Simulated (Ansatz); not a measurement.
The multiplicity is imposed and other spin states were not computed.

Species: [Zn(OH)2] (charge 0, multiplicity 1).

### Question
Give a relaxed geometry from PBE-D3(BJ)/def2-SVP (Ansatz, a program for electronic structure).

### Answer
This is not unique; one that fits is the end point of this relaxation, one of several conformers.
Cartesian coordinates (Å) in one orientation:
```xyz
5

Zn     0.158     0.015    -0.102
O     -0.865     0.670    -1.404
H     -0.649     0.258    -2.261
O      1.005    -0.657     1.312
H      1.811    -0.146     1.514
```
